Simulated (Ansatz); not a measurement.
Input file for Ansatz (a quantum-chemistry and plane-wave program): R-SVWN5/def2-TZVPP on C3H6O2 (SMILES COC(C)=O), a point of a torsion scan.

Ansatz 0.2 input:
```yaml
crystal:
  periodic: [false, false, false]
  atoms:
    - {symbol: C, position_ang: [1.12823478, 1.23033267, 0.89372666]}
    - {symbol: O, position_ang: [0.45952401, -0.01007468, 0.75732172]}
    - {symbol: C, position_ang: [-0.41060106, -0.11277377, -0.30464108]}
    - {symbol: C, position_ang: [-1.84794358, -0.08587976, 0.12946572]}
    - {symbol: O, position_ang: [-0.02995102, -0.31958551, -1.41805675]}
    - {symbol: H, position_ang: [0.42097967, 2.02095367, 1.16630343]}
    - {symbol: H, position_ang: [1.85420181, 1.09734137, 1.69290901]}
    - {symbol: H, position_ang: [1.64502660, 1.50549963, -0.03067250]}
    - {symbol: H, position_ang: [-2.50287069, -0.27184918, -0.71595041]}
    - {symbol: H, position_ang: [-2.07298808, 0.88368025, 0.57041738]}
    - {symbol: H, position_ang: [-1.99577459, -0.84254742, 0.89684286]}
basis:
  gaussian:
    orbitals: def2-TZVPP
hamiltonian:
  xc: {name: SVWN5}
scf: {lower_state_search: off}
```

The log:

```
WARN ansatz: RAYON_NUM_THREADS=1 ignored (pool sized by the plan → 1); use --threads N
Functional definition: SVWN5
these checks for a lower state are left out or cut short: stability, starts, cluster_reference, orbital_swaps, neighbouring_geometries, increment
integrals: 0.14 GiB planned
1196 factors; their error is unknown
mean field: 1.11 GiB planned
mean field evaluation 1: about -7233.4558 eV, gradient 8.2e1 eV
mean field evaluation 2: about -7216.1327 eV, gradient 1.2e2 eV
mean field evaluation 4: about -7246.5644 eV, gradient 1.2e1 eV
mean field evaluation 8: about -7246.8260 eV, gradient 1.4e-1 eV
mean field evaluation 16: about -7246.7998 eV, gradient 2.5e-4 eV
mean field -7246.79979095 eV, -266.3149802600 hartree, gradient 2.2e-6 eV, S^2 0.000000; 0 other end points of the search recorded, 0 dependent functions left out
reference -7246.79982773 eV, -266.3149816117 hartree; 20, 20 occupied and 219, 219 virtual orbitals, 1196 factors
Total energy: -7246.79982773 eV, -266.3149816117 hartree
Checks for a lower state left out: stability, starts, cluster_reference, orbital_swaps, neighbouring_geometries, increment
```

The run converged.

Cost: around 2.7 core-seconds (rough).
